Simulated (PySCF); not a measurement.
# Peak assignment

Atoms are numbered as in `[Cl:1][CH2:2][SiH:3]1[O:4][CH2:5][CH2:6][CH2:7][O:8]1` (H(Xn): hydrogen on atom n). Ha(C5), Ha(C6), Ha(C7) are cis to C2 on the ring; Hb(C5), Hb(C6), Hb(C7) are trans to C2 on the ring.

No relativistic terms, no solvent, rapidly exchanging positions averaged, single conformer. Geometry: GFN2-xTB; shieldings: GIAO PBE0/pcSseg-1; PySCF.

Scale: TMS for ¹³C and ¹H (reference shieldings calculated alike).

Problem. Assign these signals to the numbered atoms. ¹³C{¹H} NMR (computed): δ 67.1, 36.0, 30.3.

Solution. 
```tsv
δ (ppm)	atoms	environment	reason
67.1	C5/C7	sp3 CH2 bonded to O	deshielded by the electronegative neighbour
36.0	C6	sp3 CH2 in a ring	a saturated carbon with 2 carbon neighbours and no heteroatom attached
30.3	C2	sp3 CH2 bonded to Cl and Si	the inductive effect lowers its shielding
```

Problem. Assign these signals to the numbered atoms. ¹H NMR (500 MHz, computed): δ 4.94 (m, 1H), 4.39 (m, 2H), 4.21 (m, 2H), 2.73 (d, 2H), 2.19 (m, 1H), 1.29 (m, 1H).

Solution. 
4.94 → H(Si3), hydrogen on a silicon bonded to C, 2 O, in a 6-membered ring
4.39 → Ha(C5)/Ha(C7), hydrogen on an sp3 CH2 bonded to O: its carbon carries O, hence the downfield position
4.21 → Hb(C5)/Hb(C7), hydrogen on an sp3 CH2 bonded to O
2.73 → H(C2), hydrogen on an sp3 CH2 bonded to Cl and Si: its carbon carries Cl, an electronegative neighbour
2.19 → Ha(C6), hydrogen on an sp3 CH2 in a ring
1.29 → Hb(C6), hydrogen on an sp3 CH2 in a ring

Carbons that carry Cl, above all several Cl atoms, come out too deshielded, partly because spin–orbit coupling is missing. Shifts are as computed. Against solution values, carbons near 30 ppm lie about +3 ppm off and those near 130 ppm about +5 ppm; carbons on Cl a further +6 ppm. Of 1211 compounds with measured shifts, 218 miss one by over three times the rms of a fit or turn the order of signals round; such compounds aren't used in these exercises. Multiplicities follow the n + 1 count of equivalent neighbours, as no J values were calculated; m marks all less simple cases, F and P coupling included.
